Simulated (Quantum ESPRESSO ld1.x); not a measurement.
Q: These are the eigenvalues of the occupied orbitals of an atom or ion with whole-number occupations (eV). Calculated with ld1.x of Quantum ESPRESSO 7.5: non-relativistic Kohn-Sham, LDA (Slater exchange, Perdew-Wang correlation), spin-polarised, spherical densities, point nucleus.

1s: -1035.10
2s: -191.452

Which element is it, and in what charge state? The configuration may be excited. Open shells, if any, are filled with parallel spins first.

A: Z = 10, neon, charge +6: Ne6+ in [He] 2s2. The 1s level, -38.039 hartree, gives Z - s = 8.7 by -(Z - s)^2/2, which with screening narrows Z to a few neighbours, and with so few levels the electron count can be read from the list.
